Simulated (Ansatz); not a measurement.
A calculation with Ansatz (development build ahead of 0.2.0).

```yaml
crystal:
  periodic: [false, false, false]
  atoms:
    - { symbol: Cu, position_ang: [0.0, 0.0, 0.0] }
    - { symbol: S, position_ang: [0.0, 0.0, 2.05] }
basis:
  gaussian: { orbitals: def2-SVP }
magnetization:
  initial_magnetization: 1
hamiltonian:
  xc: pbe0
output:
  forces: true
```

The input is written out in the form of the current development build from the run's settings.

Results

```yaml
Converged: yes
Total_energy: -2037.93159 hartree
Spin_squared_of_the_determinant: 0.750
Stability_test: minimum among restricted orbitals
```

Forces (eV/Å):
```
atom     Fx     Fy      Fz
 Cu1  0.000  0.000  -0.503
  S2  0.000  0.000   0.503
```
